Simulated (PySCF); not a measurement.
## Ru³⁴⁺ (ruthenium, charge +34): Hartree-Fock from Schrödinger to Dirac-Coulomb

Occupied: 1s1/2, 2s1/2, 2p1/2, 2p3/2. Hartree-Fock calculated with PySCF 2.14 in an even-tempered Gaussian basis (20 s from 4.5 bohr⁻², ratio 2.3; 15 p from 5.4 bohr⁻², ratio 2.3), Gaussian nucleus throughout. NR is non-relativistic, sf-X2C the spin-free one-electron X2C Hamiltonian, X2C adds the bare one-electron spin-orbit term, X2C-SNSO screens it by Boettger's factors, DC is four-component Dirac-Coulomb, and the Gaunt term is added at first order (total energies over the DC spinors, levels after relaxing the spinors in that mean field). QED terms are absent. Levels marked empty are virtual spinors of this ion.

| Hamiltonian | E (hartree) | E − E(DC) (hartree) | CPU seconds |
| --- | --- | --- | --- |
| NR | -3501.6528 | 80.7472 | 0.47 |
| sf-X2C | -3580.9647 | 1.4353 | 0.33 |
| X2C | -3581.5662 | 0.8338 | 0.3 |
| X2C-SNSO | -3581.5115 | 0.8885 | 0.3 |
| DC | -3582.4000 | 0.0000 | 29 |
| DC+Gaunt | -3579.7665 | 2.6335 | 40 |

Problem. Give the 2p spin-orbit interval with each Hamiltonian that has one.

Solution. X2C 144.7; X2C-SNSO 137.9; DC 137.3; DC+Gaunt 135.2 (eV).

| level (eV) | NR | sf-X2C | X2C | X2C-SNSO | DC | DC+Gaunt |
| --- | --- | --- | --- | --- | --- | --- |
| 1s1/2 | -23610.2 | -24219.7 | -24218.6 | -24218.7 | -24235.3 | -24191.7 |
| 2s1/2 | -4965.3 | -5128.7 | -5128.5 | -5128.5 | -5130.4 | -5126.2 |
| 2p1/2 | -4747.7 | -4801.3 | -4900.3 | -4895.6 | -4896.3 | -4888.9 |
| 2p3/2 | -4747.7 | -4801.3 | -4755.6 | -4757.7 | -4759.0 | -4753.7 |
| 3s1/2 (empty) | -1964.9 | -2013.2 | -2013.2 | -2013.2 | -2013.6 | -2012.6 |
| 3p1/2 (empty) | -1894.4 | -1915.1 | -1939.4 | -1938.3 | -1938.4 | -1936.6 |
| 3p3/2 (empty) | -1894.4 | -1915.1 | -1903.9 | -1904.4 | -1904.7 | -1903.4 |

Weight of the small component: 1s1/2 0.0259, 2s1/2 0.00559, 2p1/2 0.00553, 2p3/2 0.00535, 3s1/2 0.00207, 3p1/2 0.00204, 3p3/2 0.00199.

Koopmans' value for the highest occupied level at DC+Gaunt: 4753.7 eV, against an ionisation energy of 4758 ± 3 eV (semi-empirical (NIST evaluation); NIST Atomic Spectra Database, ionization energies); the former lacks relaxation, correlation, QED and recoil.

The whole ladder took 77 s of wall time on 1 thread of Intel(R) Xeon(R) Platinum 8375C CPU @ 2.90GHz (shared host), launched as `OMP_NUM_THREADS=1 python relrun2.py TASK.json OUT` (a driver that calls PySCF for each Hamiltonian).

Dirac-Coulomb iterations, started from the X2C spinors:

```
with_ssss True, with_gaunt False, with_breit False
light speed = 137.03599967994
init E= -3574.63948784096
cycle= 1 E= -3582.39984102985  delta_E= -7.76  |g|= 0.693  |ddm|= 0.044
cycle= 2 E= -3582.4000322196  delta_E= -0.000191  |g|= 0.0102  |ddm|= 0.0022
cycle= 3 E= -3582.40003258016  delta_E= -3.61e-07  |g|= 0.000463  |ddm|= 0.000132
cycle= 4 E= -3582.40003258095  delta_E= -7.9e-10  |g|= 2.08e-06  |ddm|= 5.21e-06
```
